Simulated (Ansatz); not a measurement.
A run on H$_{5}$SbSi (`[SiH3][SbH2]`) with other settings.

```yaml
crystal:
  periodic: [false, false, false]
  atoms:
    - {symbol: Si, position_ang: [-0.551360, -0.691522, -0.510412]}
    - {symbol: Sb, position_ang: [1.302005, 0.208861, 1.153883]}
    - {symbol: H, position_ang: [-1.920295, -0.850727, 0.463780]}
    - {symbol: H, position_ang: [-0.230288, -1.719281, -1.148701]}
    - {symbol: H, position_ang: [-0.812425, 0.558410, -1.386391]}
    - {symbol: H, position_ang: [0.488612, 1.656249, 1.459286]}
    - {symbol: H, position_ang: [2.275305, 0.723425, -0.030029]}
basis:
  gaussian: {orbitals: STO-3G}
total_charge: 1
magnetization: {spin_polarized: false, initial_magnetization: 1}
hamiltonian: {xc: {name: wB97M-V}}
output: {forces: true}
```

```sh
$ ansatz run in.yaml --threads 2 --pin off --events-out ev --progress --plain --max-ram 32768MiB --backend cpu
```

Output, abridged:

```
Functional definition: wB97M-V
430 factors; integrals over basis functions are off by at most 4.2e-5 eV
145 factors; integrals over basis functions are off by at most 2.0e-6 eV
mean field evaluation 1: about -178027.3673 eV, gradient 8.1e0 eV
mean field evaluation 2: about -178027.3113 eV, gradient 8.0e0 eV
mean field evaluation 4: about -178027.6903 eV, gradient 4.6e-1 eV
mean field evaluation 8: about -178027.6938 eV, gradient 9.4e-3 eV
mean field -178027.69376872 eV, -6542.3970744957 hartree, gradient 1.9e-5 eV, S^2 0.750000; 0 other end points of the search recorded, 0 dependent functions left out
reference -178027.69379627 eV, -6542.3970755079 hartree; 35, 34 occupied and 6, 7 virtual orbitals, 430 factors
Total energy: -178027.69379627 eV, -6542.3970755079 hartree
Atom 0 at    -0.551360    -0.691522    -0.510412 Å, force    -6.185712     7.567140     5.663506 eV/Å
Atom 1 at     1.302005     0.208861     1.153883 Å, force    -2.003083     0.248641    -1.189767 eV/Å
Atom 2 at    -1.920295    -0.850727     0.463780 Å, force     3.513486     0.173941    -2.366817 eV/Å
Atom 3 at    -0.230288    -1.719281    -1.148701 Å, force     2.245895    -6.135854    -3.637693 eV/Å
Atom 4 at    -0.812425     0.558410    -1.386391 Å, force     0.831205    -1.757075     1.265124 eV/Å
Atom 5 at     0.488612     1.656249     1.459286 Å, force     0.550802    -0.394706     0.432131 eV/Å
Atom 6 at     2.275305     0.723425    -0.030029 Å, force     1.047408     0.297914    -0.166484 eV/Å
Dipole moment:    -0.002340    -0.018462    -0.037692 e Å
```

Hardware: 2 threads of a server CPU on a shared host. Wall time 5.5 s, peak host memory 0.29 GiB.
